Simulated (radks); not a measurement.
Results of a calculation; reference values are marked as such.
Spherical quantum dot in the effective-mass picture: electrons in a hard-walled sphere of radius 5.97, all in effective atomic units (hartree* = m*/eps^2 hartree, bohr* = eps/m* bohr), one dielectric constant everywhere. Level of theory: non-relativistic Kohn-Sham, LDA (Slater exchange, Perdew-Wang correlation), spin-polarised, spherical densities (a radial shooting solver with Libxc functionals). Levels are named by radial order and angular momentum (1s, 1p, 1d, 2s, ...), and open shells are averaged over m. Each electron was tried in the lowest free levels, single moves between levels near the top were tried too, and the lowest total energy was kept; such a search can miss a lower state. At N = 1 the Hartree and exchange-correlation terms need not cancel, so that row can carry a self-interaction error.

N	open shells	2S	E (hartree*)	mu = E(N) - E(N-1) (hartree*)	addition energy mu(N+1) - mu(N) (hartree*)	e(HOMO) (hartree*)	rms radius (bohr*)
1	1s(up 1, down 0)	1	0.142211	0.14221	0.2491	0.24389	3.222
2	none	0	0.533562	0.39135	0.3227	0.49514	3.426
3	1p(up 1, down 0)	1	1.24760	0.71404	0.2029	0.81447	3.654
4	1p(up 2, down 0)	2	2.16449	0.91690	0.2064	1.0198	3.785
5	1p(up 3, down 0)	3	3.28780	1.1233	0.2535	1.2269	3.877
6	1p(up 3, down 1)	2	4.66464	1.3768	0.1986	1.4755	3.951
7	1p(up 3, down 2)	1	6.24009	1.5755	0.2012	1.6758	4.011
8	none	0	8.01674	1.7767	0.3375	1.8776	4.061
9	1d(up 1, down 0)	1	10.1309	2.1141	0.1971	2.2125	4.118
10	1d(up 2, down 0)	2	12.4421	2.3112	0.1977	2.4100	4.165
11	1d(up 3, down 0)	3	14.9509	2.5088	0.1979	2.6078	4.206
12	1d(up 4, down 0)	4	17.6577	2.7068	0.1980	2.8058	4.242
13	1d(up 5, down 0)	5	20.5625	2.9048	0.2445	3.0038	4.274
14	1d(up 5, down 1)	4	23.7118	3.1493	0.1940	3.2462	4.303
15	1d(up 5, down 2)	3	27.0551	3.3433	0.1946	3.4405	4.329
16	1d(up 5, down 3)	2	30.5931	3.5379	0.1950	3.6354	4.353
17	1d(up 5, down 4)	1	34.3259	3.7329	0.1952	3.8304	4.375
18	none	0	38.2540	3.9280	0.3602	4.0257	4.396
19	1f(up 1, down 0)	1	42.5422	4.2883	0.1927	4.3846	4.418
20	1f(up 2, down 0)	2	47.0232	4.4810	0.1928	4.5774	4.439
21	1f(up 3, down 0)	3	51.6970	4.6738	0.1929	4.7702	4.458
22	1f(up 4, down 0)	4	56.5637	4.8667	0.1929	4.9632	4.476
23	1f(up 5, down 0)	5	61.6234	5.0596	0.1929	5.1561	4.493
24	1f(up 6, down 0)	6	66.8759	5.2526	0.1929	5.3490	4.509
25	1f(up 7, down 0)	7	72.3214	5.4454	0.2385	5.5419	4.523
26	1f(up 7, down 1)	6	78.0053	5.6839	0.1907	5.7792	4.538
27	1f(up 7, down 2)	5	83.8799	5.8746	0.1908	5.9700	4.551
28	1f(up 7, down 3)	4	89.9453	6.0654	0.1909	6.1609	4.564
29	1f(up 7, down 4)	3	96.2017	6.2564	0.1910	6.3519	4.576
30	1f(up 7, down 5)	2	102.649	6.4474	0.1911	6.5429	4.587
31	1f(up 7, down 6)	1	109.287	6.6384	-	6.7340	4.598

All shells are closed at N = 2, 8, 18 (there: 1s2 1p6 1d10); the second difference of the energy has clear peaks (12 % above both neighbours; the first and last values, which can be the largest, are not judged, and half-filled shells can peak too) at N = 2, 5, 8, 13, 18, 25.
